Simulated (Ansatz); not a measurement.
Species: CH₆Si₃, SMILES `[SiH2]=C=[SiH][SiH3]` (charge 0, multiplicity 1).

Problem. Give a relaxed geometry from PBE0-D3(BJ)/def2-TZVP (Ansatz, a first-principles code).

Solution. the end point of this relaxation (outside a Z-matrix the atoms follow the SMILES, hydrogens last).
Cartesian coordinates (Å) in one orientation:
```xyz
10

Si     2.725    -0.172     0.381
C      1.202     0.476     0.115
Si    -0.369     1.011    -0.147
Si    -2.166    -0.467    -0.244
H      3.311    -0.361     1.728
H      3.636    -0.593    -0.709
H     -0.678     2.455    -0.328
H     -2.847    -0.365    -1.564
H     -3.161    -0.139     0.813
H     -1.654    -1.845    -0.046
```
